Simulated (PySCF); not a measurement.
## Rubidium: a sound run and one with changed settings

Sound run: Rb [Kr] 5s1, Rb⁺ [Kr]. All numbers are calculated (PySCF 2.14, scalar relativity through the core potential, in def2-SVP with the def2 core potential (28 electrons) (5s3p2d, 24 functions)). The sound run starts from symmetry-adapted Hartree-Fock orbitals and uses a fine grid where one is needed.

A second run was set up differently.

| species | method | sound run (hartree) | changed run (hartree) | converged |
| --- | --- | --- | --- | --- |
| Rb | UHF | -23.80237 | -23.80192 | no |
| Rb | PBE0 | -24.08151 | -24.07993 | no |
| Rb | MN15 | -24.04467 | -24.04325 | no |
| Rb⁺ | UHF | -23.66254 | -23.66254 | no |
| Rb⁺ | PBE0 | -23.92704 | -23.92704 | no |
| Rb⁺ | MN15 | -23.89337 | -23.89337 | no |

Problem. What was changed?
A. minimal basis
B. level shift left on
C. angular grid far too coarse
D. basis contracted for another Hamiltonian

Solution. B. It used initial guess atom, at most 50 SCF cycles, level shift 10.0 hartree. A level shift slows the SCF but leaves a converged energy unchanged.
